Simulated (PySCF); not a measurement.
A structure optimised at B3LYP-D3(BJ)/def2-SVP, used in a PySCF frequency run:

```xyz
8

Ru    -0.0560    -0.0216     0.0000
O      0.5739    -1.5942     0.0000
O      0.3868     1.6342     0.0000
O     -1.7215    -0.1046     0.0000
O      0.4701    -0.0211     1.8491
H      0.5144     0.9019     2.1567
O      0.4701    -0.0211    -1.8491
H      0.5144     0.9019    -2.1567
```
Charge 0, spin multiplicity 1.

Write its SMILES, formula and point group.

[O]=[Ru](=[O])(=[O])([OH])[OH], H₂O₅Ru, Cs

What are its rotational constants (standard atomic weights)?

3.4095, 2.7810, 2.4765 GHz
